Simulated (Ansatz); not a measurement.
`[F][AlH][SbH2]` and `[F][AlH][SH]` differ in one atom or group.

Ansatz, PBE0-D4/def2-TZVP geometries, multiplicity 1. Each molecule was computed in one conformer, which needn't be the lowest.

Elements past krypton have def2 core potentials.

```json
{"property": "HOMO energy (ωB97M-V/def2-TZVPP) / eV", "`[F][AlH][SbH2]`": "-9.11"}
{"property": "HOMO–LUMO gap (PBE/def2-TZVPP) / eV", "`[F][AlH][SbH2]`": "3.97"}
{"property": "HOMO energy (PBE/def2-TZVPP) / eV", "`[F][AlH][SbH2]`": "-6.20"}
{"property": "size of the dipole moment (ωB97M-V/def2-TZVPP) / D", "`[F][AlH][SbH2]`": "1.30"}
{"property": "LUMO energy (ωB97M-V/def2-TZVPP) / eV", "`[F][AlH][SbH2]`": "0.15"}
{"property": "ideal-gas entropy at 298 K and 1 bar (rigid rotor, harmonic PBE0-D4/def2-TZVP) / J/(mol·K)", "`[F][AlH][SbH2]`": "333"}
```

**Question.** Give the same properties after the change, and the shifts. (Estimate.)

**Answer.** The calculation gave: 
| property | `[F][AlH][SH]` | shift |
| --- | --- | --- |
| HOMO energy (ωB97M-V/def2-TZVPP) / eV | -10.26 | -1.15 |
| HOMO–LUMO gap (PBE/def2-TZVPP) / eV | 5.15 | 1.18 |
| HOMO energy (PBE/def2-TZVPP) / eV | -6.87 | -0.67 |
| size of the dipole moment (ωB97M-V/def2-TZVPP) / D | 1.82 | 0.52 |
| LUMO energy (ωB97M-V/def2-TZVPP) / eV | 0.65 | 0.50 |
| ideal-gas entropy at 298 K and 1 bar (rigid rotor, harmonic PBE0-D4/def2-TZVP) / J/(mol·K) | 292 | -41 |

With PBE0 the HOMO falls by 0.90 eV and the LUMO rises by 0.53 eV, so the gap widens by about 1.43 eV. PBE moves the HOMO by -0.67 eV and ωB97M-V by -1.15 eV. The zero-point energy changes by -10.0 kJ/mol with -3 modes. Dipoles are sizes alone; their direction can turn.

Spin–orbit coupling is left out; it splits and shifts lone-pair levels of the heavy atoms by tenths of an eV.
